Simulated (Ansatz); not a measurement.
`O[SiH](F)N[Si](O)(F)F` + H₂O → `O[Si](O)(F)F` + `N[SiH](O)F`  (formal hydrolysis of the Si–N bond)

Calculated with Ansatz (gas phase, PBE0-D4/def2-TZVP geometries, no zero-point term in ΔE). CCSD(T)/CBS is the MP2 limit (def2-TZVPP, def2-QZVPP) plus CCSD(T) − MP2 in def2-TZVPP, frozen cores. This one scheme is used for every species. Functionals use def2-TZVPP. B3LYP here is the variant with VWN-RPA as its local correlation; programs differ in this. Each species was taken in one conformer, which may not be the lowest.

`O[SiH](F)N[Si](O)(F)F`:

Z-matrix (Å, degrees):
```
Si
F 1 1.602
N 1 1.704 2 107.4
O 1 1.626 2 111.7 3 115.4
H 1 1.475 2 104.5 3 -123.7
Si 3 1.700 1 128.8 2 -39.1
H 3 1.012 1 114.3 2 136.8
H 4 0.958 1 118.9 2 81.6
F 6 1.577 3 112.6 1 -111.2
O 6 1.613 3 111.0 1 8.1
F 6 1.582 3 108.7 1 133.2
H 10 0.960 6 118.4 3 41.4
```

H₂O:

Cartesian coordinates in Å:
```
O -0.280 0.188 -0.194
H 0.601 0.506 0.011
H -0.321 -0.694 0.183
```

`O[Si](O)(F)F`:

Cartesian coordinates in Å:
```
O 0.920 1.101 0.482
Si -0.122 0.031 -0.117
O 0.190 -1.385 0.581
F -1.626 0.448 0.146
F 0.011 -0.035 -1.693
H 1.137 1.876 -0.036
H -0.509 -2.037 0.638
```

`N[SiH](O)F`:

Z-matrix (Å, degrees):
```
Si
O 1 1.629
F 1 1.596 2 112.6
N 1 1.699 2 110.7 3 116.3
H 1 1.474 2 104.5 3 -115.6
H 2 0.959 1 117.0 3 -71.5
H 4 1.007 1 120.5 2 -153.1
H 4 1.006 1 121.6 2 56.5
```

```csv
species,B3LYP energy (Eh)
`O[SiH](F)N[Si](O)(F)F`,-1086.81374
H₂O,-76.46667
`O[Si](O)(F)F`,-641.27779
`N[SiH](O)F`,-522.01836
```

Question: Work out ΔE.

Answer: ΔE = (-641.27779) + (-522.01836) − (-1086.81374) − (-76.46667) = -0.01574 Eh = -0.43 eV. CCSD(T)/CBS gives -0.30 eV.

Largest T1 diagnostic among the species: 0.012.

In def2-TZVPP, CCSD(T) changes the Hartree–Fock value by +0.15 eV (the triples alone add +0.02 eV) and MP2 by +0.15 eV. The D4 term adds +0.12 eV with B3LYP and +0.07 eV with PBE0; it sums over pairs of atoms, weighted by their polarisabilities, and B3LYP, whose exchange is more repulsive, gets the larger term.
